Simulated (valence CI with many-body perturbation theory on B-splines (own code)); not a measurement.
## Lu L: calculated level list

Computed by configuration interaction combined with many-body perturbation theory (CI+MBPT): four valence electrons over a frozen Dirac-Fock core [Ar], a basis of 7 s, 7 p, 8 d, 6 f, 4 g, 1 h functions for each j, with the one-electron correlation potential Σ1 (screened to all orders), the two-electron term Σ2, the three-electron term Σ3, Breit, model QED; selected single and double excitations, second order for the rest, scaled by the run's own slope (own B-spline code, finite nucleus).

The last digits are not significant, and no measured levels were compared; by estimate large intervals hold to a few tenths of a per cent, small ones and those within an open d or f shell to about a per cent. Excitations out of the core, of the other parity, are not computed and may begin above about 227 eV (a cautious bound); beyond it only levels of the ground parity were kept, without lifetimes. Only levels of the ground parity were solved; by the run's estimate the other parity begins above the list, which can be wrong where configurations are misplaced.

Levels 1 to 34 of 34, with energies above the lowest level, (3d3/2^4) J=0. "Leading %" is the weight of the configuration and term that name the level; weights of strongly mixed levels are sums over their largest components and can fall short. In the jj column 3d3/2^4 stands for four electrons in 3d with j = 3/2. Lifetimes count E1, E2, E3, M1 and M2 decay at the calculated energies, and are blank where another channel may lead or the interval is too uncertain; long ones can be off by a factor of two.

```csv
No.,Configuration,Term,J,E (cm⁻¹),Leading %,Second component,Lifetime,Leading jj
1,3d⁴,³P,0,0,60,26 % 3d⁴ ⁵D,,3d3/2^4 (99 %)
2,3d⁴,⁵D,1,414970,58,42 % 3d⁴ ³P,563 ns,3d3/2^3 3d5/2 (99 %)
3,3d⁴,³F,4,507190,29,24 % 3d⁴ ¹G,,3d3/2^3 3d5/2 (99 %)
4,3d⁴,⁵D,2,527010,36,17 % 3d⁴ ³D,43.7 μs,3d3/2^3 3d5/2 (93 %)
5,3d⁴,³F,3,554080,30,20 % 3d⁴ ³G,,3d3/2^3 3d5/2 (95 %)
6,3d⁴,⁵D,0,896690,66,22 % 3d⁴ ¹S,219 ns,3d3/2^2 3d5/2^2 (98 %)
7,3d⁴,⁵D,2,904170,51,17 % 3d⁴ ³F,317 ns,3d3/2^2 3d5/2^2 (95 %)
8,3d⁴,³H,4,918720,40,36 % 3d⁴ ⁵D,551 ns,3d3/2^2 3d5/2^2 (98 %)
9,3d⁴,⁵D,3,934110,49,33 % 3d⁴ ³G,562 ns,3d3/2^2 3d5/2^2 (94 %)
10,3d⁴,³H,5,963690,67,33 % 3d⁴ ³G,1.11 μs,3d3/2^2 3d5/2^2 (100 %)
11,3d⁴,¹I,6,985840,52,48 % 3d⁴ ³H,,3d3/2^2 3d5/2^2 (99 %)
12,3d⁴,³P,1,1000300,41,41 % 3d⁴ ³D,537 ns,3d3/2^2 3d5/2^2 (96 %)
13,3d⁴,³F,3,1027200,45,24 % 3d⁴ ³D,794 ns,3d3/2^2 3d5/2^2 (97 %)
14,3d⁴,³G,4,1028800,55,39 % 3d⁴ ¹G,2.82 μs,3d3/2^2 3d5/2^2 (98 %)
15,3d⁴,³F,2,1043100,32,31 % 3d⁴ ³D,1.84 μs,3d3/2^2 3d5/2^2 (97 %)
16,3d⁴,³F,2,1139000,50,28 % 3d⁴ ³P,410 ns,3d3/2^2 3d5/2^2 (96 %)
17,3d⁴,³F,4,1179500,66,26 % 3d⁴ ¹G,1.44 μs,3d3/2^2 3d5/2^2 (96 %)
18,3d⁴,¹D,2,1273600,40,34 % 3d⁴ ³P,5.64 μs,3d3/2^2 3d5/2^2 (94 %)
19,3d⁴,³P,0,1386100,59,41 % 3d⁴ ¹S,946 ns,3d3/2^2 3d5/2^2 (78 %)
20,3d⁴,⁵D,4,1404900,37,24 % 3d⁴ ³H,252 ns,3d3/2 3d5/2^3 (95 %)
21,3d⁴,³F,3,1414800,43,29 % 3d⁴ ⁵D,224 ns,3d3/2 3d5/2^3 (97 %)
22,3d⁴,³D,1,1454100,51,28 % 3d⁴ ³P,178 ns,3d3/2 3d5/2^3 (97 %)
23,3d⁴,³G,5,1459300,67,33 % 3d⁴ ³H,456 ns,3d3/2 3d5/2^3 (100 %)
24,3d⁴,³H,6,1464600,52,48 % 3d⁴ ¹I,544 ns,3d3/2 3d5/2^3 (99 %)
25,3d⁴,³F,2,1523900,47,39 % 3d⁴ ³P,276 ns,3d3/2 3d5/2^3 (95 %)
26,3d⁴,³D,3,1539300,37,33 % 3d⁴ ¹F,381 ns,3d3/2 3d5/2^3 (98 %)
27,3d⁴,¹S,0,1605300,78,17 % 3d⁴ ³P,526 ns,3d3/2 3d5/2^3 (74 %)
28,3d⁴,³F,3,1653700,65,32 % 3d⁴ ¹F,448 ns,3d3/2 3d5/2^3 (100 %)
29,3d⁴,³P,1,1657700,89,9 % 3d⁴ ³D,307 ns,3d3/2 3d5/2^3 (99 %)
30,3d⁴,¹G,4,1660000,66,23 % 3d⁴ ³F,377 ns,3d3/2 3d5/2^3 (97 %)
31,3d⁴,¹D,2,1692200,63,25 % 3d⁴ ³P,428 ns,3d3/2 3d5/2^3 (88 %)
32,3d⁴,³F,4,1957500,46,21 % 3d⁴ ¹G,,3d5/2^4 (98 %)
33,3d⁴,¹D,2,2039700,34,25 % 3d⁴ ³D,,3d5/2^4 (93 %)
34,3d⁴,³P,0,2233900,52,45 % 3d⁴ ¹S,,3d5/2^4 (92 %)
```

The ionisation energy to 3d³ ⁴F3/2 of the next ion comes out as 4404.2 eV (NIST: 4403 ± 4 eV (theoretical)). All 34 levels together are meant to be complete up to 1833400 cm⁻¹.
